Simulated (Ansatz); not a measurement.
Species: CH9AlSi2, SMILES `[CH3][Al]([SiH3])[SiH3]` (charge 0, multiplicity 1).

Problem. Give a relaxed geometry from r2SCAN-D4/def2-TZVP in Ansatz (a first-principles code).

Solution. the end point of this relaxation (outside a Z-matrix the atoms follow the SMILES, hydrogens last).
Cartesian coordinates (Å) in one orientation:
```xyz
13

C      1.986    -0.635    -0.207
Al     0.140    -0.029     0.031
Si    -0.316     2.373     0.342
Si    -1.643    -1.729     0.081
H      2.333    -1.112     0.718
H      2.686     0.170    -0.438
H      2.067    -1.396    -0.989
H     -1.763     2.725     0.375
H      0.315     3.189    -0.737
H      0.278     2.848     1.627
H     -1.432    -2.679     1.214
H     -1.634    -2.553    -1.163
H     -3.017    -1.172     0.229
```
